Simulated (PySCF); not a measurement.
Compound: [WO(H2O)Cl4]- (charge -1 and doublet state).
Bonds: W1–O2, W1–O3, W1–Cl6, W1–Cl7, W1–Cl8, W1–Cl9. Hydrogens: H4, H5 on O3.

Computed, not measured: PySCF, PBE0-D3(BJ)/def2-SVP geometry optimisation, gas phase, def2 core potentials past Kr.

Q: Give the optimised bond lengths and angles.

A: 
| bond | length (Å) |
| --- | --- |
| W1–O2 | 1.681 |
| W1–O3 | 2.482 |
| W1–Cl6, W1–Cl9 | 2.426 |
| W1–Cl7, W1–Cl8 | 2.366 |
| O3–H4, O3–H5 | 0.973 |

Bonds in one row agree within 0.01 Å and their mean is given. A selection of angles:
| angle | degrees |
| --- | --- |
| O2–W1–O3 | 172.3 |
| O2–W1–Cl6 | 100.1 |
| O2–W1–Cl7 | 102.3 |
| O3–W1–Cl6 | 74.2 |
| O3–W1–Cl7 | 83.4 |
| Cl6–W1–Cl7 | 157.6 |
| Cl6–W1–Cl8 | 87.8 |
| Cl7–W1–Cl8 | 88.6 |
| W1–O3–H4 | 93.3 |
| H4–O3–H5 | 103.4 |

The 4 Cl–W bonds span 2.366 Å (W1–Cl8) to 2.428 Å (W1–Cl6), a spread of 0.062 Å. W1 (tungsten bonded to 4 Cl and 2 O) is distorted octahedral (the three widest angles are 172.3°, 157.6° and 157.1°, the others run from 74.2° to 102.3°). O3 (oxygen bonded to W and 2 H) is pyramidal (angles 103.4°, 93.3° and 93.0°, sum 289.8°, 0.57 Å off the plane of its three neighbours). The 2 O–W bonds span 1.681 Å (W1–O2) to 2.482 Å (W1–O3), a spread of 0.801 Å.

Point group: Cs (every atom within 0.08 Å of its image). No PBE0-D3(BJ)/def2-SVP frequencies stand behind this structure, so it isn't proved a minimum. ⟨S²⟩ = 0.756 (exact for a doublet: 0.75).

Time: 4.0 min of wall time. Hardware: one thread, Arm Neoverse V2 (shared host). That covers the optimisation of the geometry.

Caution for open-shell metal species: one SCF solution and one stationary point were followed, and a lower state or a bent or distorted shape isn't ruled out.
